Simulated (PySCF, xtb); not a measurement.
TeHF, SMILES F[TeH].

GFN2-xTB (xtb) at its own geometry gives an orbital gap of 3.11 eV and a dipole moment of 3.21 D.

Coordinates come from a r2SCAN-D4/def2-TZVP optimisation. The def2 effective core potentials stand for the cores of Te; spin–orbit coupling is left out.

Q: What does ωB97X/def2-TZVPD (PySCF) give? (The exact figures need the calculation; the answer reports its results.)

A: gap 8.42 eV (levels -8.92 and -0.50 eV), dipole 2.26 D.
